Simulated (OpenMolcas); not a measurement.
# V4+ in a point-charge field

V4+ among 6 point charges of -1.5 e arranged as a trigonal antiprism (D3d), 1.93 Å from the ion, with a polar angle of 56.9° against the regular 54.74°.

| Quantity | Value |
| --- | --- |
| Program | OpenMolcas 26.06 |
| Method | CASSCF |
| Basis | ANO-RCC-VDZP [5s4p2d1f] |
| Scalar Hamiltonian | DKH2, point nucleus |
| Active space | 1 electron in 5 orbitals (3d) |
| State averaging | 2S+1 = 2 even, 5 roots |
| Spin-orbit coupling | RASSI with atomic mean-field integrals over the reference wave functions |

The lowest spin-free states (labels of D3, the rotations of D3d), above the lowest:

| State | Degeneracy | E (cm-1) | Free-ion L (%) |
| --- | --- | --- | --- |
| 2A1 | 1 | 0.0 | D (100) |
| 2E | 2 | 949.2 | D (100) |
| 2E | 2 | 4407 | D (100) |

The lowest levels with spin-orbit coupling:

| E (cm-1) | Degeneracy | Label | 2S+1 | g |
| --- | --- | --- | --- | --- |
| 0.0 | 2 | E1/2 | 2 | 1.05 1.05 1.85 |
| 925.3 | 2 | E3/2 | 2 | 0.00 0.00 0.89 |
| 1091 | 2 | E1/2 | 2 | 0.81 0.81 2.46 |
| 4419 | 2 | E3/2 | 2 | 0.00 0.00 1.26 |
| 4545 | 2 | E1/2 | 2 | 0.14 0.14 3.40 |

Powder χT (cm3 K/mol): 0.177 at 2 K, 0.182 at 10 K, 0.207 at 50 K, 0.238 at 100 K, 0.301 at 200 K, 0.363 at 300 K. The effective moment at 300 K is 2.828 √(χT) = 1.70 μB.

The lowest level has 2S+1 = 2, for which the spin-only value is χT = S(S+1) / 2 = 0.375 cm3 K/mol (g = 2). The computed 0.363 at 300 K differs by -0.012, through orbital momentum, spin-orbit coupling and any other state in reach.

The ground term spreads over less than 5000 cm-1, several times less than with real ligands, so orbital moments are less quenched and χT lies further from the spin-only value than at real sites. This is an electrostatic model: the charges have no orbitals. No measured value stands beside these numbers.
